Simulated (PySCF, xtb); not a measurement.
1-fluorocyclopropane-1-carbaldehyde (C4H5FO), SMILES O=CC1(F)CC1.

GFN2-xTB run with xtb at its own geometry gives an orbital gap of 3.70 eV and a dipole moment of 1.92 D.

Coordinates come from a B3LYP-D3(BJ)/def2-SVP optimisation. Other conformers were not sampled.

**Question.** What does PySCF with PBE0/def2-TZVP give? (Estimate from the structure and the level; the computed values follow.)

**Answer.** gap 6.61 eV (levels -7.78 and -1.17 eV), dipole 1.68 D.
